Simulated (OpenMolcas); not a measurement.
**Cr4+: the spin-orbit constant, Racah parameters, worked from levels**

| Quantity | Value |
| --- | --- |
| Program | OpenMolcas |
| Basis | ANO-RCC-VTZP [6s5p3d2f1g] |
| Scalar Hamiltonian | DKH2, point nucleus |
| Active space | 8 electrons in 8 orbitals (RAS1 3p, at most 2 holes; RAS2 3d) |
| State averaging | 2S+1 = 3 even, 10 roots; 2S+1 = 1 even, 15 roots |
| Spin-orbit coupling | RASSI with atomic mean-field integrals over the reference wave functions, term energies averaged over their components |

Methods: RASSCF; SS-RASPT2, IPEA 0.25 Eh, imaginary shift 0.1 Eh (closed shells correlated: 3s). Measured levels: Sugar and Corliss, J. Phys. Chem. Ref. Data 6, 317 (1977).

**The spin-orbit constant.** For the Hund term ³F of d2, E(J) = (A/2) J(J+1) + constant and ζ = 2S·A = 2A. From J = 2 to J = 4 the energy changes by 7 A.

```json
{"Source": "RASSCF", "E(4) - E(2)": "1212.1", "A": "173.2", "ζ": "346"}
{"Source": "SS-RASPT2", "E(4) - E(2)": "1213.6", "A": "173.4", "ζ": "347"}
{"Source": "measured", "E(4) - E(2)": "1141.7", "A": "163.1", "ζ": "326"}
```

All in cm-1. SS-RASPT2 is off by +6.3 % and RASSCF by +6.2 %. Both methods take the spin-orbit matrix elements from the reference wave functions, so the second can move ζ only through the term energies and any multistate remixing. Second-order mixing with other terms is absorbed into this ζ.

**Racah parameters.** Above ³F, d2 has ³P at 15B, ¹G at 12B + 2C and ¹D at 5B + 2C. The first two fix B and C, and the third tests them; where it misses by thousands of cm-1, two parameters do not describe the configuration (Trees and configuration-interaction terms are left out) and B and C hang on the terms chosen. Term energies are centres of gravity, weighted by 2J + 1.

```
   Source     ³P     ¹G     B     C   C/B  ¹D from B, C  ¹D found
   RASSCF  17888  25272  1193  5481  4.59         16927     14301
SS-RASPT2  15796  21619  1053  4491  4.26         14247     12617
 measured  15200  21360  1013  4600  4.54         14265     12529
```

Energies in cm-1. From RASSCF to SS-RASPT2, B changes by -11.7 % and C by -18.1 %. Against the measured terms, SS-RASPT2 has B off by +3.9 % and C by -2.4 %.

CASPT2 breaks the degeneracy within a term, and the mean is taken; among the terms shown or strongly mixed into the levels shown the widest spread is 360 cm-1 (3d² ³F, SS-RASPT2). Active for correlation alone: 3p; no level in the range computed is led by a configuration that opens it, so any true level of that kind is missing. Without dynamic correlation excited terms often stand tens of per cent too high (terms of higher spin than the ground term too low), and those without a measured partner can miss by more than the paired ones (holds for RASSCF). Measured partners are found by configuration, term and J. A level has none where our copy of the source lacks it or the pairing is in doubt (some pairs that miss far off the trend of their configuration count as doubtful), and it then counts in no deviation. Only configurations of the active space appear.
